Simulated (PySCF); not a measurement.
Compound: C₇H₁₅F.
SMILES with atom numbers: `[CH3:1][CH:2]([CH3:3])[C:4]([CH3:5])([CH3:6])[CH2:7][F:8]` (hydrogens: H9, H10, H11 on C1; H12 on C2; H13, H14, H15 on C3; H16, H17, H18 on C5; H19, H20, H21 on C6; H22, H23 on C7)

All values: PBE0/pcSseg-1 (PySCF, non-relativistic), on one gas-phase PBE0-D3(BJ)/def2-SVP geometry that isn't relaxed in the solvent. The solvent is an IEF-PCM continuum (van der Waals radii × 1.2). Only the electrostatic response of the medium enters.

Gas phase at PBE0/pcSseg-1: HOMO -8.65 eV, LUMO 1.27 eV, dipole 1.77 D.

Q: What does the continuum do to the energy, the frontier levels and the dipole at PBE0/pcSseg-1 in tetrahydrofuran and acetonitrile?

A: 
```
        solvent      ε  E(solvent) − E(gas) (kJ/mol)  polarisation term (kJ/mol)  distortion of the solute (kJ/mol)  HOMO (eV)  LUMO (eV)  dipole (D)
tetrahydrofuran  7.426                         -8.91                       -9.85                               0.94      -8.53       1.49        2.15
   acetonitrile  35.69                        -10.69                      -12.11                               1.42      -8.51       1.53        2.23
```

The first energy column is the sum of the next two and covers electrostatics alone. From tetrahydrofuran to acetonitrile the lowering changes by a factor 1.20, Onsager's factor (ε − 1)/(2ε + 1) by 1.18 and ε itself by 4.8.

Q: Which radius a makes the point-dipole formula ΔE = −[(ε − 1)/(2ε + 1)]·μ²/a³ give the value in acetonitrile, with the gas-phase dipole?

A: μ = 0.696 au and |ΔE| = 0.00407 Eh give a = 2.04 Å; the farthest nucleus lies 2.95 Å from the centroid of the nuclei, so such a sphere wouldn't even hold the nuclei. The formula assumes a rigid point dipole at the centre of a sphere.

Q: Which Hirshfeld charges (PBE0/pcSseg-1) respond most in acetonitrile (means over atoms taken as equivalent)?

A: 
| atoms | environment | gas (e) | solvent (e) | change |
| --- | --- | --- | --- | --- |
| F8 | alkyl fluorine | -0.106 | -0.122 | -0.016 |
| H22/H23 | methylene hydrogen | +0.039 | +0.044 | +0.005 |
| H12 | methine hydrogen | +0.031 | +0.034 | +0.003 |
| C5/C6 | methyl carbon | -0.122 | -0.124 | -0.002 |
| C2 | sp3 CH carbon | -0.015 | -0.013 | +0.002 |
| H9 (×6) | methyl hydrogen | +0.038 | +0.040 | +0.002 |
| C1/C3 | methyl carbon | -0.115 | -0.116 | -0.001 |
| C4 | quaternary sp3 carbon | +0.014 | +0.015 | +0.001 |
| C7 | sp3 C–F carbon | +0.024 | +0.024 | 0.000 |
| H16 (×6) | methyl hydrogen | +0.036 | +0.036 | 0.000 |

Q: Which Mayer bond orders change most in acetonitrile?

A: 
```json
{"bond": "C7–F8", "length (Å)": "1.377", "gas": "0.881", "solvent": "0.859", "change": "-0.022"}
{"bond": "C2–C4", "length (Å)": "1.555", "gas": "0.959", "solvent": "0.963", "change": "+0.004"}
{"bond": "C4–C7", "length (Å)": "1.529", "gas": "0.991", "solvent": "0.995", "change": "+0.004"}
{"bond": "C5–H16", "length (Å)": "1.099", "gas": "0.955", "solvent": "0.957", "change": "+0.002"}
{"bond": "C6–H20", "length (Å)": "1.100", "gas": "0.957", "solvent": "0.959", "change": "+0.002"}
{"bond": "C4–C5", "length (Å)": "1.532", "gas": "1.016", "solvent": "1.015", "change": "-0.001"}
{"bond": "C1–H10", "length (Å)": "1.101", "gas": "0.964", "solvent": "0.963", "change": "-0.001"}
{"bond": "C1–H11", "length (Å)": "1.099", "gas": "0.960", "solvent": "0.959", "change": "-0.001"}
```

The run took 48 s on Arm Neoverse V1, one thread, no GPU, shared host with 32 logical CPUs at a one-minute load of 23, and the process peaked at 1.1 GiB of memory. This is the whole shielding run at PBE0/pcSseg-1 in acetonitrile, SCF included.

Shape of the structure used: `[CH3:1][CH:2]([CH3:3])[C:4]([CH3:5])([CH3:6])[CH2:7][F:8]`: C1–C2–C4–C5 172°, C2–C4–C7–F8 174°.
